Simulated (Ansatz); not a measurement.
**Strength of the Ge–Ge bond: GeH2(CH3)(GeH3) → GeH2(CH3) + GeH3**

Species: GeH2(CH3)(GeH3), singlet; GeH2(CH3), doublet; GeH3 `[GeH3]`, doublet. 

Shapes, held fixed at every level: PBE0-D4/def2-TZVP. Programs: Ansatz 0.2.0. The zero-point and thermal change to 298 K, harmonic and unscaled (PBE0-D4/def2-TZVP), is -10.8 kJ/mol.

| level | kind | ΔH(298 K) (kJ/mol) | less CCSD(T)/def2-TZVPP | CPU time (sum over the molecules) |
| --- | --- | --- | --- | --- |
| PBE-D4/def2-TZVPP | GGA | +289.7 | -7.9 | 16 s |
| B3LYP-D4/def2-TZVPP | global hybrid | +284.0 | -13.6 | 30 s |
| PBE0-D4/def2-TZVPP | global hybrid | +291.0 | -6.6 | 22 s |
| r2SCAN0-D4/def2-TZVPP | global hybrid | +280.4 | -17.2 | 38 s |
| wB97M-V/def2-TZVPP | range-separated hybrid | +290.7 | -6.9 | 80 s |
| CCSD/def2-TZVPP | coupled cluster or CI | +290.7 | -6.9 | – |
| CCSD(T)/def2-TZVPP | coupled cluster or CI | +297.6 | 0.0 | 16 min |

The highest level, CCSD(T)/def2-TZVPP, gives ΔH(298 K) = +297.6 kJ/mol; the levels span +280.4 to +297.6. The column of differences is taken from that level and isn't an error. No measured value is set beside it here. Open shells run unrestricted unless RO is named. Relativity is left out for Ge unless named. Correlated rows may include outer-core shells of Ge, which these sets cover unevenly. Times are processor times on shared x86 and Arm servers, and rough.
